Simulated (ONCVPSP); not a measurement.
## Pseudopotential generation for gold: ONCV, PW91, fully relativistic.

ONCVPSP 4.0.1 input, shortened (lines: element, Z, core and valence counts, functional; n l f; lmax; l rc ep ncon nbas qcut; lloc lpopt rc5 dvloc0; l nproj debl; icmod fcfact rcfact), PW91, fully relativistic:

```
  Au 79.00   10    3  -109134      upf
    1    0    2.00
    2    0    2.00
    2    1    6.00
    3    0    2.00
    3    1    6.00
    3    2   10.00
    4    0    2.00
    4    1    6.00
    4    2   10.00
    4    3   14.00
    5    0    2.00
    5    1    6.00
    5    2    8.00
    2
    0    1.55    0.00    4    8    8.40
    1    1.15    0.00    4    7    7.60
    2    2.10    0.00    4    9    8.70
    4    4    0.70    3.00
    0    2    0.90
    1    1    1.60
    2    2    2.20
    2    0.35    0.75
```

Open shells are filled in proportion to 2j + 1.

In the s channel the program set the typed energies aside and used -5.309, 0.050 Ha.

All-electron outer shells of the reference configuration (PW91, scalar-relativistic, ld1.x):

| shell | level (eV) | outermost node (bohr) | outermost maximum (bohr) |
| --- | --- | --- | --- |
| 4f | -117.87 | – | 0.37 |
| 5p | -95.78 | 0.52 | 0.94 |
| 5d | -40.71 | 0.56 | 1.18 |

Results:

```
Cutoffs needed             : 95 Ha and 115 Ha (the cutoffs (Ha) at which the residual kinetic energy of the hardest occupied pseudo-wave falls to 1 and 0.1 mHa per electron)
Ghost test                 : ghosts flagged at negative energy: s at -91.2 eV, p3/2 at -24.4 eV; GHOST(+) flagged for p1/2 at 16.8 eV; a true bound ghost makes a file unfit for plane-wave use
Largest excitation error   : -6.1 meV (all-electron minus pseudo) for 5s2 5p6 5d9 6s2, out of 4 test configurations
rms error of d²Exc/dni dnj : 12.75 mHa without and 4.44 mHa with the model core
```

Generation and tests took about 9.9 s on one core of a shared server CPU.
